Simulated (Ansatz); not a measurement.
C$_{2}$H$_{6}$Sb, doublet, at a GFN2-xTB geometry (the spin is typed, not shown lowest) (core potentials on Sb); B3LYP/def2-SVP in Ansatz (an electronic-structure program).

Here is a job for Ansatz.
Ansatz 0.2 input:
```yaml
crystal:
  periodic: [false, false, false]
  atoms:
    - {symbol: Sb, position_ang: [0.27142244, -0.02924782, 0.31902923]}
    - {symbol: C, position_ang: [0.47776629, 0.26539580, -1.83488527]}
    - {symbol: H, position_ang: [1.52467652, 0.35027894, -2.09945736]}
    - {symbol: H, position_ang: [-0.03861369, 1.17178323, -2.13032096]}
    - {symbol: H, position_ang: [0.04476422, -0.57752684, -2.36162937]}
    - {symbol: C, position_ang: [-1.90478649, -0.11162358, 0.15756945]}
    - {symbol: H, position_ang: [-2.19177955, -0.93144149, -0.49127743]}
    - {symbol: H, position_ang: [-2.27515745, 0.81786858, -0.25996902]}
    - {symbol: H, position_ang: [-2.34431331, -0.26195687, 1.13605841]}
basis:
  gaussian:
    orbitals: def2-SVP
hamiltonian:
  xc: b3lyp
magnetization: {spin_polarized: true, initial_magnetization: 1}
```

What the program printed (banner, timings and long lists left out):

```
Functional definition: B3LYP
938 factors; integrals over basis functions are off by at most 1.5e-3 eV
mean field evaluation 1: about -8698.4677 eV, gradient 4.6e1 eV
mean field evaluation 2: about -8683.9549 eV, gradient 6.4e1 eV
mean field evaluation 4: about -8709.3872 eV, gradient 1.5e0 eV
mean field evaluation 8: about -8709.5287 eV, gradient 1.7e-2 eV
mean field evaluation 16: about -8709.5287 eV, gradient 6.0e-5 eV
mean field -8709.52871388 eV, -320.0692767043 hartree, gradient 2.0e-5 eV, S^2 0.752654; 0 other end points of the search recorded, 0 dependent functions left out
reference -8709.52893451 eV, -320.0692848126 hartree; 21, 20 occupied and 63, 64 virtual orbitals, 938 factors
Total energy: -8709.52893451 eV, -320.0692848126 hartree
```
